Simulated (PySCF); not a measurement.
## Cd (cadmium, neutral) across methods

[Kr] 4d10 5s2, closed-shell 1S. All numbers are calculated (PySCF 2.14, scalar relativity by spin-free X2C-1e, in ANO-RCC-VTZP).

| method | E (hartree) | mean ε 4p (eV) | mean ε 4d (eV) | mean ε 5s (eV) | Σ⟨r²⟩ (bohr²) | ⟨S²⟩ |
| --- | --- | --- | --- | --- | --- | --- |
| r2SCAN | -5593.80 | -68.983 | -12.160 | -5.821 | 50.24 | 0.000 |
| PBE0 | -5593.47 | -71.643 | -13.890 | -6.342 | 50.52 | 0.000 |
| LDA | -5588.13 | -67.001 | -11.929 | -5.962 | 50.16 | 0.000 |
| PBE | -5593.41 | -66.935 | -11.719 | -5.644 | 50.43 | 0.000 |
| PBEsol | -5590.71 | -66.879 | -11.734 | -5.698 | 50.24 | 0.000 |
| UHF | -5591.14322 | -84.813 | -19.591 | -7.640 | 52.17 | 0.000 |
| TPSSh | -5593.58 | -69.293 | -12.606 | -5.849 | 50.38 | 0.000 |

Q: Estimate the same row for M06.

A: E (hartree) = -5593.93; mean ε 4p (eV) = -72.114; mean ε 4d (eV) = -13.952; mean ε 5s (eV) = -6.705; Σ⟨r²⟩ (bohr²) = 50.33; ⟨S²⟩ = 0.000.
